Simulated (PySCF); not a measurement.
NICS in isomers of C7H8N2.

NICS = −σ at a ghost point: NICS(0) at the centroid of the ring atoms, NICS(1) 1 Å to either side along the normal of their mean plane, zz for the tensor component along that normal. Level: GIAO PBE0/pcSseg-1 (PySCF, non-relativistic, gas phase) on the GFN2-xTB geometries, one conformer each. Atom numbers follow the mapped SMILES.

Question: Order these rings by mean NICS(1)zz, lowest (most negative) first (ppm).
A. ring C3–C4–C5–C6–C7–C9 in `[H]/[N:1]=[CH:2]\[c:3]1[cH:4][cH:5][cH:6][c:7]([NH2:8])[cH:9]1`
B. ring N4–C5–C6–C7–N9 in `[CH:1]#[C:2][CH2:3][n:4]1[cH:5][cH:6][c:7]([CH3:8])[n:9]1`
C. ring C3–C4–C5–C6–C8–C9 in `[H]/[N:1]=[CH:2]/[c:3]1[cH:4][cH:5][c:6]([NH2:7])[cH:8][cH:9]1`
D. ring C3–N4–C5 in `[N:1]#[C:2][C:3]1=[N:4][C@@H:5]1[CH:6]1[CH2:7][CH2:8][CH2:9]1`

Answer: B (-29.0), A (-23.8), C (-22.7), D (-19.1).

```json
{"SMILES": "C#CCn1ccc(C)n1", "ring": "5-membered ring with 2 N; formal bonds all aromatic", "NICS(0)": "-12.8", "NICS(1)": "-11.5", "NICS(1)zz": "-29.0", "HOMA": "0.95", "rms pucker (Å)": "0.00", "ring atoms with four or more neighbours": "0"}
{"SMILES": "[H]/N=C\\c1cccc(N)c1", "ring": "6-membered carbocycle; formal bonds all aromatic", "NICS(0)": "-8.0", "NICS(1)": "-10.1", "NICS(1)zz": "-23.8", "HOMA": "0.99", "rms pucker (Å)": "0.00", "ring atoms with four or more neighbours": "0"}
{"SMILES": "[H]/N=C/c1ccc(N)cc1", "ring": "6-membered carbocycle; formal bonds all aromatic", "NICS(0)": "-7.2", "NICS(1)": "-9.6", "NICS(1)zz": "-22.7", "HOMA": "0.97", "rms pucker (Å)": "0.00", "ring atoms with four or more neighbours": "0"}
{"SMILES": "N#CC1=N[C@@H]1C1CCC1", "ring": "3-membered ring with N; formal bonds 1 double, 2 single", "NICS(0)": "-30.2", "NICS(1)": "-9.3", "NICS(1)zz": "-19.1", "HOMA": "–", "rms pucker (Å)": "0.00", "ring atoms with four or more neighbours": "1"}
```

NICS(0) gives another order. The isotropic NICS(1) gives the same order. HOMA uses Krygowski's 1993 parameters; it is left out where a ring has a four-coordinate atom, a triple bond, no multiple bond or a kind of bond without parameters. NICS(1) and NICS(1)zz are means over the two faces.
